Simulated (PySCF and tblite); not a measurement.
Values are calculated unless marked as measured or tabulated.
Stationary points of C$_{4}$H$_{11}$As at GFN2-xTB, in Å:

Structure A

```
 1 C     2.266   -0.253    0.067
 2 C     1.020    0.520   -0.344
 3 As   -0.458    0.348    0.977
 4 C    -1.049   -1.463    0.452
 5 C    -1.795    1.327   -0.097
 6 H     2.049   -1.318    0.143
 7 H     3.068   -0.120   -0.660
 8 H     2.622    0.090    1.038
 9 H     0.669    0.176   -1.321
10 H     1.266    1.582   -0.440
11 H    -1.101   -1.553   -0.632
12 H    -2.035   -1.665    0.868
13 H    -0.364   -2.218    0.835
14 H    -1.806    0.967   -1.125
15 H    -1.570    2.393   -0.103
16 H    -2.789    1.196    0.329
```

Structure B

```
 1 C     2.414    0.153    0.168
 2 C     1.024    0.055   -0.449
 3 As   -0.413   -0.018    0.942
 4 C    -1.398   -1.555    0.185
 5 C    -1.573    1.375    0.159
 6 H     2.611   -0.712    0.801
 7 H     3.184    0.197   -0.603
 8 H     2.494    1.047    0.786
 9 H     0.962   -0.841   -1.071
10 H     0.849    0.918   -1.095
11 H    -1.572   -1.414   -0.880
12 H    -2.359   -1.668    0.685
13 H    -0.831   -2.474    0.331
14 H    -1.732    1.194   -0.903
15 H    -1.119    2.357    0.283
16 H    -2.540    1.385    0.660
```

The path came from a restrained scan, a climbing-image band and a saddle search at GFN2-xTB; energies are BP86/pcSseg-1 + D3(BJ), IEF-PCM dichloromethane//GFN2-xTB, thermal terms GFN2-xTB.

Which structure is a saddle point, and along which motion?

B: one imaginary mode (64i cm⁻¹ at GFN2-xTB, mostly on C1, C2, H8), along the rotation about the C2–As3 bond (torsion C1–C2–As3–C4 from -78° to -187°, falling).

Give their symmetry and energies above the lowest.

A C1, 0.0 kcal/mol; B Cs, 1.7 kcal/mol.

The barrier is low, and the GFN2-xTB saddle may lie off the DFT one, so take it as rough. Spin–orbit effects of heavy atoms on shieldings are missing.
